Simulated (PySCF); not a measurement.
Gas-phase reaction: SnHCl₃ + 2 H ⇌ SnHCl + 2 HCl

Computed with PySCF (xtb for GFN2) and rigid-rotor harmonic-oscillator thermochemistry at 1 bar. † marks an energy on the PBE0/def2-TZVP geometry and frequencies; other levels use their own. CCSD(T) freezes the core. Open shells (unrestricted): H (multiplicity 2); the rest are closed-shell singlets. GFN2 has no spin-polarisation term. B3LYP is the form with VWN-RPA correlation. Sn: scalar-relativistic def2 core potential, no spin-orbit coupling. SnHCl₃, SnHCl: computed as isolated molecules; such fragments, hydroxides, amides, oligomers or adducts are transient or little studied in the gas. CCSD(T) isn't extrapolated to the basis-set limit.

PBE0/def2-TZVP gives ΔH°(298 K) = -240 kJ.

Problem. What do B3LYP/def2-TZVP†, GFN2-xTB, CCSD(T)/def2-TZVPP† give?

Solution. B3LYP/def2-TZVP†: -289 kJ; GFN2-xTB: -463 kJ; CCSD(T)/def2-TZVPP†: -260 kJ. For scale, ΔH°(298 K) is -240 kJ at this level, -248 kJ at ωB97M-V/def2-TZVP†, and runs from -463 to -157 kJ over the 18 levels computed († marks an energy on the PBE0/def2-TZVP geometry).
